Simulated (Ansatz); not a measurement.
Consider the ligand exchange at a Ge–F bond: `[F][GeH2][Cl]` + CH₃OH → `C[O][GeH2][Cl]` + H–F.

Program: Ansatz. Geometries: PBE0-D4/def2-TZVP. ΔE: electronic, gas phase. CBS: MP2 limit from def2 TZ/QZ plus the TZ coupled-cluster correction, frozen cores. This one scheme is used for every species. DFT in def2-TZVPP. B3LYP here is the variant with VWN-RPA as its local correlation; programs differ in this. HSE06 is defined as in plane-wave codes. For Ge outer-core shells are correlated without core-valence functions, which leaves a few kJ/mol of doubt a bond. Scalar relativity is left out up to krypton. Each species was taken in one conformer, which may not be the lowest.

```json
{"level": "LDA (SPW92)", "ΔE (kJ/mol)": "32.4", "difference from CCSD(T)/CBS": "4.3"}
{"level": "PBE-D4", "ΔE (kJ/mol)": "36.0", "difference from CCSD(T)/CBS": "7.9"}
{"level": "B3LYP-D4", "ΔE (kJ/mol)": "36.8", "difference from CCSD(T)/CBS": "8.7"}
{"level": "r2SCANh-D4", "ΔE (kJ/mol)": "37.3", "difference from CCSD(T)/CBS": "9.2"}
{"level": "HSE06-D4", "ΔE (kJ/mol)": "34.5", "difference from CCSD(T)/CBS": "6.4"}
{"level": "revPBE", "ΔE (kJ/mol)": "43.6", "difference from CCSD(T)/CBS": "15.5"}
{"level": "RPA@PBE/def2-TZVPP", "ΔE (kJ/mol)": "30.0", "difference from CCSD(T)/CBS": "1.9"}
{"level": "MP2/def2-TZVPP", "ΔE (kJ/mol)": "25.8", "difference from CCSD(T)/CBS": "-2.3"}
{"level": "HF/def2-QZVPP", "ΔE (kJ/mol)": "47.6", "difference from CCSD(T)/CBS": "19.5"}
{"level": "HF/CBS(def2)", "ΔE (kJ/mol)": "47.8", "difference from CCSD(T)/CBS": "19.7"}
{"level": "CCSD(T)/CBS", "ΔE (kJ/mol)": "28.1", "difference from CCSD(T)/CBS": "0"}
```

Largest T1 diagnostic among the species: 0.011.

Leaving LDA and LC-ωPBE aside and taking each functional with its dispersion term where it has one, the values, not all of them listed here, spread over 8.4 kJ/mol, from PBE-QIDH to B97M-V. LDA lies −8.3 kJ/mol from PBE without D4. In def2-TZVPP, CCSD(T) changes the Hartree–Fock value by −16.8 kJ/mol (the triples alone add −2.2 kJ/mol) and MP2 by −20.2 kJ/mol.
